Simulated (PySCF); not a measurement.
One entry of a table of gas-phase calculations, keyed by method. Lists by class give the value and the number of equivalent atoms.

```json
{
 "formula": "C4HF5",
 "smiles": "C#CC(F)(F)C(F)(F)F",
 "inchi": "InChI=1S/C4HF5/c1-2-3(5,6)4(7,8)9/h1H",
 "charge": 0,
 "multiplicity": 1,
 "geometry_level": "PBE0-D3(BJ)/def2-SVP",
 "atoms_angstrom": [
  ["C", 2.321, -0.236, -0.099],
  ["C", 1.183, 0.159, -0.179],
  ["C", -0.204, 0.62, -0.265],
  ["F", -0.547, 0.863, -1.543],
  ["F", -0.373, 1.755, 0.436],
  ["C", -1.207, -0.417, 0.292],
  ["F", -1.105, -1.553, -0.384],
  ["F", -2.442, 0.043, 0.177],
  ["F", -0.954, -0.651, 1.572],
  ["H", 3.338, -0.58, -0.03]
 ],
 "electronic_structure_code": "PySCF",
 "results": {
  "PBE0-D3(BJ)/def2-SVP geometry optimisation, gas phase": {
   "point_group": "Cs",
   "rotational_constants_GHz": [2.253, 1.51, 1.329]
  },
  "B3LYP/def2-SVPD ground state, ΔSCF and vertical TDDFT (core frozen in the response)": {
   "dipole_D": 2.48,
   "homo_eV": -9.14,
   "lumo_eV": -0.91,
   "S1_eV": 6.39,
   "strongest_line_of_10_singlets_eV": 9.46,
   "T1_tda_eV": 5.17,
   "polarisability_au": 50.7,
   "vertical_ip_eV": 11.85,
   "r2_bohr2_about_centre_of_nuclear_charge": 940.3,
   "singlets_eV_and_f": [
    [6.39, 0.0],
    [6.58, 0.001],
    [6.58, 0.0],
    [8.55, 0.08],
    [8.58, 0.058],
    [8.71, 0.0],
    [8.84, 0.108],
    [9.13, 0.102],
    [9.19, 0.007],
    [9.46, 0.578]
   ],
   "triplets_tda_eV": [5.17, 5.67, 5.67, 6.4]
  },
  "HF/pcSseg-2 ground state and GIAO shieldings, non-relativistic": {
   "shift_vs_computed_TMS_C_by_class_ppm": [
    [110.1, 1],
    [97.6, 1],
    [89.5, 1],
    [71.6, 1]
   ],
   "shift_vs_computed_TMS_H_by_class_ppm": [
    [3.14, 1]
   ],
   "shielding_other_nuclei_by_class_ppm": [
    ["F", 312.1, 3],
    ["F", 333.7, 2]
   ]
  },
  "B3LYP/pcJ-1 indirect spin-spin coupling, non-relativistic, gas phase; spin–dipole term left out for some pairs": {
   "largest_one_bond_couplings_by_class_Hz": [
    ["19F–13C", -354.9, 3],
    ["19F–13C", -306.1, 2],
    ["13C–1H", 282.8, 1]
   ]
  }
 }
}
```

S1 lies 1.84 eV below the HOMO–LUMO gap. With B = h/(8π²I), that is 505.379 GHz u Å² over I, the principal moments of inertia are 224.4, 334.7 and 380.4 u Å² (most abundant isotopes). The dipole equals about 8.3 × 10⁻³⁰ C·m (1 D = 3.33564 × 10⁻³⁰ C·m).

 NMR classes are plain means over equivalent atoms (diastereotopic ones count apart unless rotation or inversion swaps them), as if these changed places fast; in this geometry the members of some classes differ.

Conformer computed: `[CH:1]#[C:2][C:3]([F:4])([F:5])[C:6]([F:7])([F:8])[F:9]`: C2–C3–C6–F7 -59°.
